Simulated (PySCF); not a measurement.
magnesium atom (Mg), singlet; PySCF with PBE/6-31G.

The PySCF input:
```python
from pyscf import gto, scf, dft

mol = gto.Mole()
mol.atom = '''
    Mg    0.00000000    0.00000000    0.00000000
'''
mol.basis = '6-31g'
mol.verbose = 4
mol.build()

mf = dft.RKS(mol)
mf.xc = 'pbe'
mf.grids.level = 7
mf.kernel()
```

Task: Predict the main parts of the log of this PySCF run.

Result: 
```
PySCF version 2.14.0

[INPUT] verbose = 4
[INPUT] num. atoms = 1
[INPUT] num. electrons = 12
[INPUT] charge = 0
[INPUT] spin (= nelec alpha-beta = 2S) = 0
[INPUT] symmetry False subgroup None
[INPUT] Mole.unit = angstrom
[INPUT] Symbol           X                Y                Z      unit          X                Y                Z       unit  Magmom
[INPUT]  1 Mg     0.000000000000   0.000000000000   0.000000000000 AA    0.000000000000   0.000000000000   0.000000000000 Bohr   0.0

nuclear repulsion = 0
number of shells = 7
number of NR pGTOs = 46
number of NR cGTOs = 13
basis = 6-31g
ecp = {}

******** <class 'pyscf.dft.rks.RKS'> ********
method = RKS
initial guess = minao
damping factor = 0
level_shift factor = 0
DIIS = <class 'pyscf.scf.diis.CDIIS'>
diis_start_cycle = 1
diis_space = 8
diis_damp = 0
SCF conv_tol = 1e-09
SCF conv_tol_grad = None
SCF max_cycles = 50
direct_scf = True
direct_scf_tol = 1e-13
XC library pyscf.dft.libxc version 7.1.2
    S. Lehtola, C. Steigemann, M. J. T. Oliveira, and M. A. L. Marques,  SoftwareX 7, 1–5 (2018)
XC functionals = pbe
    J. P. Perdew, K. Burke, and M. Ernzerhof,  Phys. Rev. Lett. 77, 3865 (1996)
    J. P. Perdew, K. Burke, and M. Ernzerhof,  Phys. Rev. Lett. 78, 1396 (1997)
    J. P. Perdew, K. Burke, and M. Ernzerhof,  Phys. Rev. Lett. 77, 3865 (1996)
    J. P. Perdew, K. Burke, and M. Ernzerhof,  Phys. Rev. Lett. 78, 1396 (1997)
radial grids:
    Treutler-Ahlrichs [JCP 102, 346 (1995); DOI:10.1063/1.469408] (M4) radial grids

becke partition: Becke, JCP 88, 2547 (1988); DOI:10.1063/1.454033
pruning grids: <function nwchem_prune>
grids dens level: 7
symmetrized grids: False
atomic radii adjust function: <function treutler_atomic_radii_adjust>
small_rho_cutoff = 0
Set gradient conv threshold to 3.16228e-05
Initial guess from minao.
tot grids = 82840
init E= -199.922931184961
  HOMO = -0.170533584493862  LUMO = -0.0465981209965935  gap/eV = 3.37246
cycle= 1 E= -199.928875824891  delta_E= -0.00594  |g|= 0.0219  |ddm|= 0.16
  HOMO = -0.174720693896252  LUMO = -0.0492246269630053  gap/eV = 3.41492
cycle= 2 E= -199.928991385089  delta_E= -0.000116  |g|= 0.0053  |ddm|= 0.0547
  HOMO = -0.173160156838599  LUMO = -0.0481124837700417  gap/eV = 3.40272
cycle= 3 E= -199.928999802793  delta_E= -8.42e-06  |g|= 7.39e-05  |ddm|= 0.0138
  HOMO = -0.173255615259931  LUMO = -0.0481886071609527  gap/eV = 3.40325
cycle= 4 E= -199.928999807515  delta_E= -4.72e-09  |g|= 2.89e-07  |ddm|= 0.00049
  HOMO = -0.173255541697447  LUMO = -0.0481885730989484  gap/eV = 3.40325
cycle= 5 E= -199.928999807515  delta_E= 5.68e-14  |g|= 5.26e-11  |ddm|= 1.09e-06
  HOMO = -0.173255541768261  LUMO = -0.0481885731587921  gap/eV = 3.40325
Extra cycle  E= -199.928999807515  delta_E= 1.71e-13  |g|= 5.49e-12  |ddm|= 2.32e-10
converged SCF energy = -199.928999807515
```
